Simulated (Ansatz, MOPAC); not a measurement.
Bond stretch in SMILES [F][Y]([F])[F] (F3Y). The Y1–F4 bond (Y1 also carries F, F; F4 carries nothing else) is pulled apart rigidly from the PBE0/def2-TZVP, def2 effective core potentials past Kr optimised geometry.

Methods: RKS-PBE = Ansatz (an electronic-structure program) with restricted PBE/def2-TZVP, def2 effective core potentials past Kr; UKS-CAM-B3LYP = unrestricted CAM-B3LYP/def2-TZVP, def2 effective core potentials past Kr (Ansatz); PM7, restricted, heats of formation (MOPAC); RKS-CAM-B3LYP = restricted CAM-B3LYP/def2-TZVP, def2 effective core potentials past Kr (Ansatz).

Energies are in kcal/mol, each relative to the lowest point of its own curve near equilibrium.

| R / Å | RKS-PBE | UKS-CAM-B3LYP | PM7 | RKS-CAM-B3LYP |
|---|---|---|---|---|
| 1.66 | 46.9 | 46.8 | … | 46.8 |
| 1.78 | 16.6 | 16.2 | 34.0 | 16.2 |
| 1.86 | 6.2 | 5.9 | 14.6 | 5.9 |
| 1.95 | … | 0.7 | … | 0.7 |
| 2.00 | 0.0 | 0.0 | 0.7 | 0.0 |
| 2.04 | 0.1 | 0.3 | 0.0 | 0.3 |
| 2.12 | … | 2.5 | 1.5 | 2.5 |
| 2.28 | … | 11.6 | 11.8 | 11.6 |
| 2.39 | 17.7 | 19.6 | 21.9 | 19.6 |
| 2.66 | 37.6 | 41.0 | 48.1 | 41.0 |
| 2.93 | 56.5 | 61.5 | … | 61.5 |
| 3.25 | 75.7 | 82.7 | 91.6 | 82.7 |
| 3.67 | 95.3 | 105.2 | 110.5 | 105.2 |
| 4.20 | 112.0 | 124.9 | 126.6 | 126.3 |
| 4.84 | 124.0 | 137.2 | 140.4 | 143.7 |
| 5.72 | 132.8 | 145.3 | 154.1 | 158.4 |

Task: Some entries are withheld; supply them.

Result: 
- 1.66, PM7: 87.6
- 1.95, RKS-PBE: 0.9
- 1.95, PM7: 3.4
- 2.12, RKS-PBE: 2.1
- 2.28, RKS-PBE: 10.3
- 2.93, PM7: 71.0

The restricted form behind RKS-PBE, PM7, RKS-CAM-B3LYP keeps the bonding electrons paired and can't separate into open-shell fragments. The unrestricted determinant behind UKS-CAM-B3LYP is spin-contaminated at 4.20 to 5.72 Å (<S²> up to 0.7, against 0.00 for a pure singlet).
